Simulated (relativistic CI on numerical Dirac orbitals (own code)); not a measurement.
## Sensitivity of the levels of Ne⁴⁺ to α

Method of calculation: Dirac-Coulomb-Breit CI, KLI orbitals optimised for each configuration, valence Slater integrals scaled by 0.85, P86 correlation energy added to each configuration, derivatives by finite differences, QED left out (own radial code, finite nucleus).

Configuration list (outside the closed core 1s2): 2s²2p², 2s2p³, 2p⁴, 2s²2p3s, 2s²2p3p, 2s²2p3d, 2p³3s, 2p³3p. Levels of other configurations are missing.

With x = (α/α₀)² − 1 an excitation energy changes as ω = ω₀ + qx; K = 2q/ω₀ is the relative enhancement. Terms are leading LS components, so labels can repeat.

Lowest level 2s²2p² ³P0.

```
     Level  ω₀ (cm⁻¹)  q (cm⁻¹)       K
2s²2p² ³P1        410       432    2.11
2s²2p² ³P2       1099      1111    2.02
2s²2p² ¹D2      27978       780  0.0558
2s²2p² ¹S0      54231     944.2  0.0348
2s2p³ ⁵S°2      93698      2199  0.0469
2s2p³ ³D°3     178786      2188  0.0245
2s2p³ ³D°2     178858      2245  0.0251
2s2p³ ³D°1     178886      2276  0.0254
2s2p³ ³P°2     206133      2326  0.0226
2s2p³ ³P°1     206137      2320  0.0225
2s2p³ ³P°0     206168      2346  0.0228
2s2p³ ¹D°2     269627      2367  0.0176
2s2p³ ³S°1     275686      2417  0.0175
```

At this charge configurations can still be misplaced by up to about 7 % of their energy.
